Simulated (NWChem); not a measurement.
# C2H7S cation; SMILES C[SH+]C

All runs: NWChem. Pople sets run with spherical d functions. The geometry was optimised at PBE-D3(BJ)/def2-SVP. B3LYP is NWChem's, with the RPA form of VWN correlation.

For level Hartree-Fock/6-31G*:

- highest occupied level (eV) = -18.26
- orbital gap (eV) = 16.64

What are these values for level B3LYP/6-31G*?

The highest occupied level (eV) comes out as -14.88 and the orbital gap (eV) comes out as 9.13.
